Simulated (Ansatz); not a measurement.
Frontier orbitals of C4H10Si, SMILES `[SiH3]C1CCC1`.

```xyz
15

Si    0.214    1.723    0.833
C    -0.023    0.512   -0.576
C     0.979   -0.673   -0.571
C    -0.103   -1.541    0.097
C    -1.162   -0.516   -0.346
H     1.472    2.500    0.655
H    -0.928    2.675    0.908
H     0.298    0.992    2.128
H    -0.080    1.076   -1.512
H     1.202   -1.009   -1.586
H     1.924   -0.549   -0.038
H    -0.216   -2.567   -0.256
H     0.010   -1.559    1.182
H    -1.638   -0.800   -1.288
H    -1.949   -0.264    0.369
```

The species carries charge 0 and has multiplicity 1. The structure was optimised at the PBE0-D4/def2-TZVP level. Basis def2-TZVPP, the Gaussian-basis code of Ansatz.

```tsv
functional	HOMO (eV)	LUMO (eV)	gap (eV)
PBE	-6.78	-0.03	6.75
r2SCAN	-7.01	0.45	7.46
B97M-V	-7.16	0.07	7.23
PBE0	-8.02	0.80	8.82
HSE06 (plane-wave form)	-7.63	0.42	8.05
CAM-B3LYP	-9.40	1.69	11.09
ωB97X-V	-10.39	2.71	13.10
ωB97M-V	-10.25	2.35	12.60
```

Against PBE, PBE0 changes HOMO and LUMO by −1.25 and +0.82 eV, ωB97M-V by −3.48 and +2.37 eV. A gap of 6.75 eV thus becomes 12.60 eV for the same molecule, so an orbital gap means little without its functional. A positive LUMO is unbound and depends on the basis.
